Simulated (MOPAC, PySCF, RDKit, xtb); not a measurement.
Complex: NH3 (SMILES N) (first 4 atoms) with HI (SMILES I); geometry from B3LYP-D3(BJ)/def2-TZVP, rigid monomers moved along the line of their centres of mass till N1···H6 is 1.47 Å.
(charge 0, multiplicity 1):
```xyz
6

N     -0.080    -0.084     0.517
H      0.150    -0.968     0.079
H     -1.003     0.205     0.211
H      0.596     0.614     0.228
I     -0.034    -0.397     3.697
H     -0.059    -0.228     1.983
```

Interaction energies are E(AB) − E(A) − E(B) at the monomers' geometry in the complex; basis-set methods are counterpoise corrected. Rows marked so take none. RDKit's UFF carries no charges.

Rows in 3-21G carry no dispersion term and start afresh at each structure; the Pople sets are all-electron and without relativity. The state that AM1 reach isn't checked.

Run with MOPAC for AM1 (differences of heats of formation); PySCF for 3-21G rows; RDKit for the force fields; xtb for the GFN methods. 

Question: One of these levels gives 724.90 kcal/mol for the interaction energy. Which?
A. UFF
B. GFN1-xTB
C. AM1
D. HF/3-21G (no counterpoise)

Answer: A, UFF. The others give 2.33 (AM1), 5.91 (GFN1-xTB), -13.93 (HF/3-21G (no counterpoise))
